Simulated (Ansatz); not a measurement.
Basis-set extrapolation for CH4MgS2 (`C[S][Mg][SH]`) (PBE0-D4/def2-TZVP geometry, frozen core, Ansatz). Multiplicity 1, RHF reference. For Mg the program correlates outer-core shells too, which these sets cover unevenly, so the extrapolated numbers aren't a true limit.

|  | def2-TZVPP | def2-QZVPP |
| --- | --- | --- |
| HF | -1034.993518 | -1035.026902 |
| MP2 correlation | -0.726044 | -0.810719 |
| CCSD(T) correlation | -0.807368 | -0.892742 |

Energies in hartree. Use E(X) = E(∞) + A·exp(−7.88·√X) for Hartree–Fock and E(X) = E(∞) + B·X^(−2.97) for correlation, with X = 3 and 4.

Q: What is the CCSD(T) energy at the basis-set limit?

A: HF limit: -1035.026902 + (-0.033384) × 0.13774 = -1035.03150. Correlation limit: -0.892742 + (-0.085374) × 0.74074 = -0.95598. Total: -1035.98748 hartree, 489.9 kJ/mol below CCSD(T)/def2-TZVPP.
